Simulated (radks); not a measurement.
Results of a calculation; reference values are marked as such.
La IV, 54 electrons, occupied as [Xe]. Code: a radial shooting solver on a logarithmic mesh with Libxc functionals. Model: scalar-relativistic Kohn-Sham, OLYP, spin-polarised, spherical densities, point nucleus. Some entries of the table are withheld. Estimate them.

orbital,occ.,eigenvalue (eV),<r> (bohr)
1s,2,-38772.96,(1)
2s,2,-6197.129,0.1074
2p,6,-5557.412,0.09424
3s,2,(2),0.2851
3p,6,-1140.694,(3)
3d,10,-847.6736,0.2597
4s,2,(4),(5)
4p,6,-224.0101,0.6922
4d,10,-127.8124,0.7654
5s,2,-61.8074,1.537
5p,6,-44.8360,1.751
4f,0,-27.6401,1.108
6s,0,-20.8869,3.490

Answer. 
(1) 1s <r> (bohr): 0.02507
(2) 3s eigenvalue (eV): -1344.958
(3) 3p <r> (bohr): 0.2831
(4) 4s eigenvalue (eV): -290.5034
(5) 4s <r> (bohr): 0.6536
